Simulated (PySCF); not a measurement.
Computed properties of 2-methylbut-1-ene (C5H10), SMILES C=C(C)CC

2-methylbut-1-ene (C5H10), SMILES C=C(C)CC. Geometry optimised at PBE0-D3(BJ)/def2-SVP. The values are those of a single conformer. All values are computed for the isolated molecule unless a solvent is named; none is compared with measurement here.

**Structure.** All 39 harmonic modes at PBE0-D3(BJ)/def2-SVP (PySCF) are real, so it is a minimum. With heavy atoms numbered as in [CH2:1]=[C:2]([CH3:3])[CH2:4][CH3:5], the shortest bond between them is C1–C2 at 1.338 Å and the longest C4–C5 at 1.526 Å.

**Vibrations.** The strongest infrared lines (harmonic, unscaled, degenerate partners summed) lie at 921 cm⁻¹ (39 km/mol, H 73 %, C 27 %), 3153 cm⁻¹ (24 km/mol, H 91 %, C 9 %), 3056 cm⁻¹ (23 km/mol, H 97 %). The softest mode is at 64 cm⁻¹ and the zero-point energy is 85.8 kcal/mol.

**Electronic structure.** M06-2X/def2-TZVP (PySCF) places the frontier levels at -8.22 and 1.33 eV, a gap of 9.55 eV, and gives a dipole moment of 0.53 D and a mean polarisability of 61.9 bohr³. PBE/def2-TZVP (PySCF) at the same geometry gives -5.91 and -0.56 eV, so its gap is 4.20 eV narrower. An orbital gap is neither the optical nor the fundamental gap.

**Excitations.** TDA-CAM-B3LYP/def2-SVPD (PySCF) has S1 at 6.86 eV (181 nm, f = 0.030, weak); the most intense of the 10 singlets computed lies at 7.53 eV (f = 0.49). T1 (TDA) is at 4.30 eV, 2.56 eV under S1. TDA-PBE/def2-SVPD (PySCF) puts S1 at 6.02 eV. No vertical singlet excitation falls in the visible range (under 3.1 eV).

**NMR.** GIAO shifts at PBE0/pcSseg-1 (PySCF) (non-relativistic, atoms alike by connectivity averaged): ¹³C from 17.4 to 158.1 ppm against TMS; ¹H from 1.3 to 5.3 ppm against TMS.
